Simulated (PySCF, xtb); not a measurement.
C3H6BFO, SMILES C=CCB(O)F.

GFN2-xTB (xtb) at its own geometry gives an orbital gap of 5.14 eV and a dipole moment of 2.77 D.

Geometry optimised at ωB97X-D3(BJ)/def2-SVP. One conformer was computed; it need not be the lowest.

Q: What does PBE/def2-TZVP (PySCF) give? (An estimate is asked for; the answer gives what the named calculation found.)

A: gap 5.31 eV (levels -6.58 and -1.27 eV), dipole 2.37 D.
